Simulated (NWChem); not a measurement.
Species: GeNH₄Br; SMILES [NH2][GeH2][Br]

```xyz
7

Ge     0.3823     0.9126     0.0496
N     -1.0973     1.9598     0.1652
Br    -0.0945    -1.3433    -0.3400
H      1.2132     1.3797    -1.1496
H      1.1159     0.9630     1.3933
H     -1.7134     1.7564     0.9481
H     -1.6528     2.0228    -0.6840
```
Atoms are numbered in this order, from 1.

All runs: NWChem. The geometry was optimised at PBE0/def2-SVP. B3LYP is NWChem's, with the RPA form of VWN correlation. Vzz is the largest principal value of the second derivative of the potential at the nucleus (NWChem prints the opposite sign); η is the asymmetry. Non-relativistic.

| level | Vzz Ge1 (a.u.) | η Ge1 | Vzz N2 (a.u.) | η N2 | Vzz Br3 (a.u.) | η Br3 | relative time |
|---|---|---|---|---|---|---|---|
| Hartree-Fock/def2-SVP | 1.488 | 0.52 | -0.926 | 0.21 | 4.108 | 0.04 | 1 |
| Hartree-Fock/def2-TZVP | 1.839 | 0.44 | -0.881 | 0.20 | 4.117 | 0.04 | 5 |
| B3LYP/def2-TZVP | 1.597 | 0.52 | -0.843 | 0.16 | 4.446 | 0.05 | 5 |
| B3LYP/def2-SVP | 1.200 | 0.65 | -0.867 | 0.19 | 4.430 | 0.06 | 1 |

Times are rough ratios from one shared machine.
